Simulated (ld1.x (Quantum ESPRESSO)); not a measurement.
promethium, ultrasoft: configuration errors across variants

Pm (Z = 61), ultrasoft, made with ld1.x (Quantum ESPRESSO) 7.5 (PBE, scalar-relativistic). Core [Kr] 4d10, reference 4f5 5s2 5p6 5d0 6s1.5 6p0.5. Waves: 5s (bound): rcut 2.25, rcutus 3.00 bohr; 6s (bound): rcut 2.25, rcutus 3.00 bohr; 5p (bound): rcut 2.20, rcutus 2.35 bohr; 6p (bound): rcut 2.20, rcutus 2.35 bohr; 5d (bound, empty): rcut 2.85, rcutus 3.75 bohr; 5d channel at 1.35 Ry: rcut 2.85, rcutus 3.75 bohr; 4f (bound): rcut 0.80, rcutus 0.90 bohr; 4f channel at 0.4 Ry: rcut 0.80, rcutus 0.90 bohr. Local part: all-electron potential smoothed inside 0.90 bohr (lloc = -1). Core correction: Bessel-smoothed model core inside 0.70 bohr. Augmentation charge: PSQ, inside the norm-conserving radii.

All-electron excitation energies from the reference (eV): (1) 4f5 5s2 5p6 5d0 6s2 6p0 -1.176; (2) 4f5 5s2 5p6 5d0 6s1 6p0 4.697; (3) 4f5 5s2 5p6 5d0 6s0 6p0 15.637; (4) 4f4 5s2 5p6 5d0 6s2 6p0 7.550; (5) 4f5 5s2 5p6 5d1 6s1 6p0 0.679; (6) 4f5 5s2 5p6 5d0 6s0 6p1 7.749.

The overlap operator is not positive definite (basis up to 400 Ry) in “base”, “wave 4f channel at 0.4 Ry: rcut 0.80, rcutus 0.90 bohr becomes 4f channel at -0.11 Ry: rcut 0.80, rcutus 0.90 bohr”, “wave 4f channel at 0.4 Ry: rcut 0.80, rcutus 0.90 bohr becomes 4f channel at 0.06 Ry: rcut 0.80, rcutus 0.90 bohr”, “wave 4f channel at 0.4 Ry: rcut 0.80, rcutus 0.90 bohr becomes 4f channel at 0.25 Ry: rcut 0.80, rcutus 0.90 bohr”, “wave 4f channel at 0.4 Ry: rcut 0.80, rcutus 0.90 bohr becomes 4f channel at 0.52 Ry: rcut 0.80, rcutus 0.90 bohr”, “wave 4f channel at 0.4 Ry: rcut 0.80, rcutus 0.90 bohr becomes 4f channel at 1.33 Ry: rcut 0.80, rcutus 0.90 bohr”, “wave 4f channel at 0.4 Ry: rcut 0.80, rcutus 0.90 bohr becomes 4f channel at 2.05 Ry: rcut 0.80, rcutus 0.90 bohr”, “wave 4f channel at 0.4 Ry: rcut 0.80, rcutus 0.90 bohr becomes 4f channel at 3.76 Ry: rcut 0.80, rcutus 0.90 bohr”. Such files are unfit for use, however small their errors in these radial tests.

Tests that are not counted but printed errors over 1 eV. “base”: 4f6 5s2 5p6 5d0 6s0 6p0 (solver errors, printed error -1794 eV). “wave 4f channel at 0.4 Ry: rcut 0.80, rcutus 0.90 bohr becomes 4f channel at -0.11 Ry: rcut 0.80, rcutus 0.90 bohr”: 4f6 5s2 5p6 5d0 6s0 6p0 (solver errors, printed error -1771 eV). “wave 4f channel at 0.4 Ry: rcut 0.80, rcutus 0.90 bohr becomes 4f channel at 0.25 Ry: rcut 0.80, rcutus 0.90 bohr”: 4f6 5s2 5p6 5d0 6s0 6p0 (solver errors, printed error -1794 eV). “wave 4f channel at 0.4 Ry: rcut 0.80, rcutus 0.90 bohr becomes 4f channel at 0.52 Ry: rcut 0.80, rcutus 0.90 bohr”: 4f6 5s2 5p6 5d0 6s0 6p0 (solver errors, printed error -1794 eV). “wave 4f channel at 0.4 Ry: rcut 0.80, rcutus 0.90 bohr becomes 4f channel at 1.33 Ry: rcut 0.80, rcutus 0.90 bohr”: 4f6 5s2 5p6 5d0 6s0 6p0 (solver errors, printed error -1794 eV).

1 further variants failed, have other tests or too few solved ones, and are left out.

Errors AE − PS in meV (a dash: test not solved or not reliable):

| change | (1) | (2) | (3) | (4) | (5) | (6) | bound ghosts |
| --- | --- | --- | --- | --- | --- | --- | --- |
| base | +0.2 | -2.1 | -3.1 | -149 | +0.3 | -3.6 | not determined (overlap not positive) |
| wave 4f channel at 0.4 Ry: rcut 0.80, rcutus 0.90 bohr becomes 4f channel at -0.11 Ry: rcut 0.80, rcutus 0.90 bohr | +0.3 | -2.0 | -3.0 | -139 | +0.4 | -3.5 | not determined (overlap not positive) |
| wave 4f channel at 0.4 Ry: rcut 0.80, rcutus 0.90 bohr becomes 4f channel at 0.06 Ry: rcut 0.80, rcutus 0.90 bohr | +0.3 | -2.0 | -3.0 | -147 | +0.4 | -3.5 | not determined (overlap not positive) |
| wave 4f channel at 0.4 Ry: rcut 0.80, rcutus 0.90 bohr becomes 4f channel at 0.25 Ry: rcut 0.80, rcutus 0.90 bohr | +0.2 | -2.1 | -3.1 | -148 | +0.3 | -3.6 | not determined (overlap not positive) |
| wave 4f channel at 0.4 Ry: rcut 0.80, rcutus 0.90 bohr becomes 4f channel at 0.52 Ry: rcut 0.80, rcutus 0.90 bohr | +0.2 | -2.1 | -3.1 | -149 | +0.3 | -3.6 | not determined (overlap not positive) |
| wave 4f channel at 0.4 Ry: rcut 0.80, rcutus 0.90 bohr becomes 4f channel at 1.33 Ry: rcut 0.80, rcutus 0.90 bohr | +0.2 | -2.1 | -3.1 | -150 | +0.3 | -3.6 | not determined (overlap not positive) |
| wave 4f channel at 0.4 Ry: rcut 0.80, rcutus 0.90 bohr becomes 4f channel at 2.05 Ry: rcut 0.80, rcutus 0.90 bohr | +0.2 | -2.1 | -3.1 | -150 | +0.3 | -3.6 | not determined (overlap not positive) |
| wave 4f channel at 0.4 Ry: rcut 0.80, rcutus 0.90 bohr becomes 4f channel at 3.76 Ry: rcut 0.80, rcutus 0.90 bohr | +0.2 | -2.1 | -3.1 | -149 | +0.3 | -3.6 | not determined (overlap not positive) |

Task: Give the same row for: wave 4f channel at 0.4 Ry: rcut 0.80, rcutus 0.90 bohr becomes 4f channel at -0.18 Ry: rcut 0.80, rcutus 0.90 bohr.

Result: +0.1, -2.1, -2.9, -75, +0.8, -2.9; bound ghosts: not determined (overlap not positive). Not counted: 4f6 5s2 5p6 5d0 6s0 6p0 (solver errors, printed error -1792 eV). Its overlap operator is not positive definite in a basis up to 400 Ry (lowest eigenvalue s -0.47, p -0.18), so the file is unfit for use: the generalised eigenproblem breaks down once the basis is large enough, and its test numbers describe a broken file.
